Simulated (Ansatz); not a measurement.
A nudged elastic band was laid between two geometries of FH3Si + H5NSi (12 atoms, charge 0, multiplicity 1).

Computed with RKS B3LYP-D4/6-31G* (Ansatz 0.2.0).

```json
{"movable images": "6", "climbing image": "no", "spring": "5.0 eV/Å²", "optimiser": "quadratic models (default)", "start path": "through a guess of the saddle point", "force threshold": "0.05 eV/Å", "iteration limit": "60", "end points": "relaxed"}
```

Image 0:

```xyz
12
Properties=species:S:1:pos:R:3
Si 0.410 0.042 -0.201
F 0.547 -0.929 1.095
H 1.754 0.054 -0.844
H 0.075 1.425 0.209
H -0.566 -0.509 -1.170
N -2.222 -0.224 1.378
H -2.877 -0.847 0.917
Si -2.854 1.204 2.152
H -3.722 0.981 3.349
H -1.695 2.026 2.586
H -3.666 1.942 1.149
H -1.521 -0.766 1.871
```

Image 7:

```xyz
12
Properties=species:S:1:pos:R:3
Si -0.451 0.346 -0.303
F -0.406 -1.415 2.477
H 0.600 1.000 0.507
H -0.796 1.218 -1.461
H 0.015 -0.964 -0.823
N -1.833 0.062 0.765
H -2.602 -0.434 0.316
Si -2.353 1.188 2.027
H -3.098 0.430 3.062
H -1.131 1.798 2.594
H -3.241 2.261 1.497
H -1.040 -1.089 1.835
```

(1) Which bonds break or form, and what moves?

(2) What energy profile does the band end with?

(3) What is the geometry of the highest image?

Answers

(1) Bonds broken: Si1–F2, N6–H12. Bonds formed: Si1–N6, F2–H12. FH3Si + H5NSi becomes FH + H7NSi2.

(2) The run converged. The highest image is number 5 of 0 to 7, 1.09 eV above the first end and 0.32 eV above the last; the last end lies 0.77 eV above the first. No image climbed, so the highest image needn't sit at the top of the path. The orbitals stay closed-shell, which can raise the energy where a bond breaks towards radicals; this wasn't checked here.

```json
{"image": "0", "path coordinate (Å)": "0.00", "energy (eV)": "0.00", "Si1–F2 (Å)": "1.62", "N6–H12 (Å)": "1.01", "Si1–N6 (Å)": "3.08"}
{"image": "1", "path coordinate (Å)": "0.91", "energy (eV)": "0.00", "Si1–F2 (Å)": "1.62", "N6–H12 (Å)": "1.01", "Si1–N6 (Å)": "3.04"}
{"image": "2", "path coordinate (Å)": "1.81", "energy (eV)": "0.12", "Si1–F2 (Å)": "1.63", "N6–H12 (Å)": "1.01", "Si1–N6 (Å)": "2.85"}
{"image": "3", "path coordinate (Å)": "2.72", "energy (eV)": "0.62", "Si1–F2 (Å)": "1.65", "N6–H12 (Å)": "1.02", "Si1–N6 (Å)": "2.45"}
{"image": "4", "path coordinate (Å)": "3.63", "energy (eV)": "1.05", "Si1–F2 (Å)": "1.79", "N6–H12 (Å)": "1.05", "Si1–N6 (Å)": "1.99"}
{"image": "5", "path coordinate (Å)": "4.54", "energy (eV)": "1.09", "Si1–F2 (Å)": "2.50", "N6–H12 (Å)": "1.59", "Si1–N6 (Å)": "1.82"}
{"image": "6", "path coordinate (Å)": "5.45", "energy (eV)": "0.82", "Si1–F2 (Å)": "3.12", "N6–H12 (Å)": "1.75", "Si1–N6 (Å)": "1.78"}
{"image": "7", "path coordinate (Å)": "6.36", "energy (eV)": "0.77", "Si1–F2 (Å)": "3.29", "N6–H12 (Å)": "1.76", "Si1–N6 (Å)": "1.77"}
```

(3) 
```xyz
12
Properties=species:S:1:pos:R:3
Si -0.476 0.237 -0.088
F 0.113 -1.558 1.543
H 0.767 0.755 0.528
H -1.016 1.353 -0.902
H -0.289 -0.909 -1.007
N -1.779 -0.072 1.139
H -2.500 -0.687 0.759
Si -2.468 1.306 2.006
H -3.484 0.838 2.985
H -1.354 1.987 2.710
H -3.112 2.257 1.061
H -0.742 -1.106 1.758
```

Run time: 4.5 min on 2 threads of Arm Neoverse V1, on a shared host, peak memory 0.18 GiB.
